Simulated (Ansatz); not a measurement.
Consider the cleavage of the Si–Si bond: `C[SiH2][SiH2][AlH2]` + `OB(O)O` → `C[SiH2]OB(O)O` + `[AlH2][SiH3]`.

Gas-phase electronic energies from Ansatz, PBE0-D4/def2-TZVP geometries. CBS: MP2 limit from def2 TZ/QZ plus the TZ coupled-cluster correction, frozen cores. This one scheme is used for every species. DFT in def2-TZVPP. One conformer a species, not always the lowest.

| level | ΔE (eV) |
| --- | --- |
| ωB97X-V | -0.92 |
| r2SCAN | -0.85 |
| SCS-MP2/def2-TZVPP | -1.02 |
| CCSD/def2-TZVPP | -0.96 |

Question: What does CCSD(T)/CBS give? (Best estimate.)

Answer: Ansatz gave: -0.91 eV. The listed levels differ from it by -0.01, 0.06, -0.11, -0.05 eV.

Largest T1 diagnostic among the species: 0.012.

In def2-TZVPP, CCSD(T) changes the Hartree–Fock value by +0.28 eV (the triples alone add +0.04 eV) and MP2 by +0.24 eV. From PBE to PBE0 (25 % exact exchange), in def2-TZVPP and without D4, ΔE moves by −0.07 eV.
